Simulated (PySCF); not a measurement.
Species: C3H15AsOSi3.
Cartesian coordinates in Å at the PBE0-D3(BJ)/def2-SVP level; atoms count from 1:
```
atom  x, y, z in Å
C1    -2.1318   -1.2216    0.8638
C2    -2.0821   -0.1757   -0.2356
C3    -2.8831    1.0659    0.0992
O4    -0.7411    0.2344   -0.4609
Si5    0.4250   -0.5442   -1.3613
As6    2.2368    0.9576   -1.3028
Si7    3.7731   -0.6842   -0.5729
Si8    1.6707    1.6377    0.8968
H9    -1.5415   -2.1111    0.5965
H10   -1.7217   -0.8062    1.7973
H11   -3.1671   -1.5438    1.0515
H12   -2.4842   -0.6167   -1.1700
H13   -3.9449    0.8220    0.2514
H14   -2.8032    1.8026   -0.7128
H15   -2.4924    1.5274    1.0192
H16    0.7797   -1.8830   -0.7844
H17   -0.0615   -0.7634   -2.7595
H18    3.9494   -1.6853   -1.6693
H19    3.3194   -1.3988    0.6607
H20    5.0869   -0.0280   -0.2996
H21    2.9032    2.2593    1.4756
H22    0.5967    2.6685    0.8338
H23    1.2592    0.5079    1.7832
```

Computed, not measured: PBE0-D3(BJ)/def2-SVP geometry optimisation, gas phase in PySCF.

Take the most abundant isotopes and a rigid rotor. The values belong to one conformer with, in the numbering `[CH3:1][CH:2]([CH3:3])[O:4][SiH2:5][As:6]([SiH3:7])[SiH3:8]`, C1–C2–O4–Si5 81°, C2–O4–Si5–As6 175°, O4–Si5–As6–Si7 128°.

Question: What are A, B and C (GHz)?

Answer: Ia = 355.07, Ib = 1114.19, Ic = 1190.76 u·Å²; 505379 MHz·u·Å²/I gives 1423, 453.6 and 424.4 MHz, that is A = 1.4233, B = 0.4536, C = 0.4244 GHz.

Question: Classify the top.

Answer: A near-prolate asymmetric top; Ray's κ = -0.942.

Question: Is it planar, by Δ = Ic − Ia − Ib?

Answer: Not planar: Δ = Ic − Ia − Ib = -278.50 u·Å². For a rigid frame Δ = −2 Σ m c², so Σ m c² = 139.25 u·Å² lies off the ab plane: 28.00 from hydrogen and 111.25 from heavier atoms. The atom farthest from that plane is 2.29 Å away.

Question: List the rotational levels J(Ka,Kc) to J = 2 (MHz).

Answer: Above 0(0,0):
J = 1: 1(0,1) 878, 1(1,1) 1848, 1(1,0) 1877
J = 2: 2(0,2) 2633, 2(1,2) 3575, 2(1,1) 3662, 2(2,1) 6571, 2(2,0) 6572

Question: Which types of transition are allowed, and where do some lines up to J = 3 fall?

Answer: The dipole components are |μa| = 1.86 D, |μb| = 0.77 D, |μc| = 0.45 D. The squared components, which scale the intensities, stand as 1.00 : 0.17 : 0.06 (a : b : c). Some lines, for components of 0.1 D or more:

| type | branch | J(Ka,Kc) | MHz | lower level (cm⁻¹) |
| --- | --- | --- | --- | --- |
| b | R | 2(0,2) ← 1(1,1) | 786 | 0.062 |
| c | Q | 2(1,2) ← 2(0,2) | 941 | 0.088 |
| b | Q | 1(1,0) ← 1(0,1) | 999 | 0.029 |
| b | Q | 2(1,1) ← 2(0,2) | 1029 | 0.088 |
| b | R | 1(1,1) ← 0(0,0) | 1848 | 0.000 |
| a | R | 3(1,3) ← 2(1,2) | 2590 | 0.119 |
| a | R | 3(0,3) ← 2(0,2) | 2631 | 0.088 |
| a | R | 3(2,2) ← 2(2,1) | 2634 | 0.219 |
| a | R | 3(1,2) ← 2(1,1) | 2677 | 0.122 |
| b | R | 2(1,2) ← 1(0,1) | 2697 | 0.029 |
| c | R | 3(1,2) ← 2(0,2) | 3706 | 0.088 |
| b | R | 2(2,1) ← 1(1,0) | 4694 | 0.063 |
| c | R | 2(2,1) ← 1(1,1) | 4724 | 0.062 |
| c | R | 3(2,1) ← 2(1,1) | 5546 | 0.122 |
| c | R | 3(3,0) ← 2(2,0) | 7555 | 0.219 |
| c | R | 3(3,1) ← 2(2,1) | 7556 | 0.219 |

PBE0-D3(BJ)/def2-SVP frequencies: not computed here. Constants of a rigid frame at the computed geometry: no zero-point averaging, no centrifugal distortion. A rigid rotor knows nothing of internal rotation, which can split or shift real lines. Quadrupole hyperfine structure (75As) is left out.

The run took 9.4 min wall on an Arm Neoverse V1 with one thread, no GPU, on a shared host, and the process peaked at 1.0 GiB of memory. This is the geometry optimisation.
